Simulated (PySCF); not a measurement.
Working out the ionisation energy of Co⁺

Co⁺ [Ar] 3d8 (3F) → Co²⁺ [Ar] 3d7 (4F). All numbers are calculated (PySCF 2.14, no relativity, point nucleus, in def2-QZVPPD (11s6p5d4f2g, 100 functions)). Frozen: [Ar]. Energies in hartree (1 hartree = 27.21139 eV):

```
            part   Co⁺ (lower)  Co²⁺ (upper)
             UHF  -1381.137782  -1380.611204
CCSD correlation     -0.269695     -0.186911
             (T)     -0.010008     -0.003676
```

Problem. What does Hartree-Fock give?

Solution. (-1380.611204) − (-1381.137782) = 0.526578 hartree = 14.329 eV.

Problem. What do CCSD and CCSD(T) give?

Solution. The CCSD correlation energies differ by 0.082784 hartree = 2.253 eV and the triples by 0.006332 hartree = 0.172 eV, so CCSD gives 16.582 eV and CCSD(T) 16.754 eV.

A first-order spin-orbit estimate adds -0.011 eV to CCSD(T) (valence), giving 16.743 eV against 17.084 eV (measured; NIST Atomic Spectra Database, ionization energies).

The calculation is non-relativistic.

What remains against the reference includes basis incompleteness, the frozen core and higher excitations.
